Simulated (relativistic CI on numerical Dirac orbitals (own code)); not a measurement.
# V4+ (3d) in a crystal field

Calculated by Dirac-Coulomb-Breit CI, orbitals from a KLI potential per configuration, a model potential for QED, valence Slater integrals scaled by 0.75, one configuration in a parametric crystal field (own radial code).

Field parameters in Wybourne normalisation: D3d B²₀ = −7Dσ, B⁴₀ = −14Dq − 21Dτ, B⁴₃ = −14√(10/7) Dq. The field is a parameter set, without covalency.

S is read from ⟨S²⟩ = S(S + 1).

Levels (cm⁻¹, degeneracy): 0 (2), 233 (2), 3579 (2), 30275 (2), 30278 (2).

Question: Which field gives this pattern?
A. D3d, 10Dq = 30050, Dσ = 980, Dτ = -270 cm⁻¹
B. D3d, 10Dq = 30050, Dσ = 110, Dτ = -270 cm⁻¹
C. D3d, 10Dq = 30050, Dσ = 760, Dτ = -270 cm⁻¹
D. D3d, 10Dq = 30050, Dσ = -550, Dτ = -270 cm⁻¹

Answer: D. D3d, 10Dq = 30050, Dσ = -550, Dτ = -270 cm⁻¹, ground level with S = 0.50.
